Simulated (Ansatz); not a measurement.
Mulliken charges of BCl$_{2}$GeH$_{5}$Si (`[SiH3][GeH]([Cl])[BH]Cl`) from PBE/def2-TZVPP in Ansatz (PBE0-D4/def2-TZVP geometry).

| atom | x (Å) | y (Å) | z (Å) | charge (e) |
| --- | --- | --- | --- | --- |
| Si1 | -1.596 | 0.772 | -0.193 | 0.061 |
| Ge2 | 0.562 | -0.152 | -0.634 | 0.299 |
| Cl3 | 0.192 | -2.023 | -1.675 | -0.309 |
| B4 | 1.662 | -0.519 | 1.070 | 0.034 |
| Cl5 | 1.927 | -2.128 | 1.635 | -0.043 |
| H6 | -2.327 | 0.943 | -1.473 | -0.025 |
| H7 | -2.341 | -0.151 | 0.699 | -0.025 |
| H8 | -1.442 | 2.091 | 0.478 | -0.033 |
| H9 | 1.340 | 0.736 | -1.625 | 0.005 |
| H10 | 2.105 | 0.378 | 1.721 | 0.035 |

Problem. By hand: the dipole of these point charges (1 e Å = 4.8032 D).

Solution. Σ q r = (0.230, 0.629, 0.338) e Å, of length 0.750 e Å = 3.60 D.

Problem. How does the dipole of the full density compare? (Estimate.)

Solution. The calculation gave: (0.024, 0.371, 0.239) e Å, 2.12 D; the point charges give 1.70 times that, at 15° from its direction.

Point charges leave out the atoms' own dipoles, such as those of lone pairs, and Mulliken's split depends on the basis, so the two needn't agree.
